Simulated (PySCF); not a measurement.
Vertical excitation energies

Species: 2-chloropyridine-N-oxide, C5H4ClNO.
Z-matrix (Å and degrees, PBE0-D3(BJ)/def2-SVP geometry), rows numbered from 1:
```
O 
N   1  1.2446
C   2  1.3730  1  121.07
C   3  1.3791  2  122.40  1   179.82
C   4  1.3947  3  120.28  2     0.03
C   5  1.3902  4  117.87  3     0.09
C   2  1.3820  1  121.68  3   179.97
Cl  7  1.7022  2  115.55  1     0.14
H   3  1.0893  2  112.61  1    -0.15
H   4  1.0915  3  118.34  2  -179.94
H   5  1.0905  4  121.43  3  -179.90
H   6  1.0907  5  121.86  4   179.98
```

Theory: PySCF, TDDFT wB97X-D/def2-SVPD, vertical, gas phase, core orbitals frozen in the response.

```tsv
state	λ (nm)	E (eV)	f	symmetry	main configurations (H = HOMO, L = LUMO)
S1	280.1	4.43	0.026	A′	H→L+1 (80%), H-2→L (13%)
S2	273.5	4.53	0.0000	–	H-1→L (96%)
S3	250.9	4.94	0.169	A′	H→L (86%)
S4	218.1	5.68	0.0002	–	H-1→L+1 (99%)
S5	208.5	5.95	0.324	A′	H-2→L (82%), H→L+1 (14%)
S6	196.9	6.30	0.0000	–	H→L+2 (60%), H→L+3 (24%)
```

The lowest singlet comes at 280 nm (427 kJ/mol) in the ultraviolet; it is weak; its leading configuration is HOMO→LUMO+1 (80%). The most intense listed level is S5 at 5.95 eV (209 nm, f = 0.324), 1.52 eV above S1. Löwdin shares by element: HOMO oxygen 42%, carbon 23% or more, nitrogen 13% (atoms not listed hold the other 22%); LUMO carbon 29% or more, nitrogen 22%, oxygen 16% (atoms not listed hold the other 33%). Weighted by f, the mean energy of these states is 5.54 eV. The oscillator strengths of these states sum to 0.519; summed over the whole spectrum of an exact calculation they would give the number of electrons, 66 (Thomas–Reiche–Kuhn). Of the 6 states listed, 3 reach f = 0.01 and 3 stay under 0.0005. Symmetry labels in Cs follow from the direction of the transition dipole and are given only for states with f of 0.002 or more. Singlets were solved by full linear response.
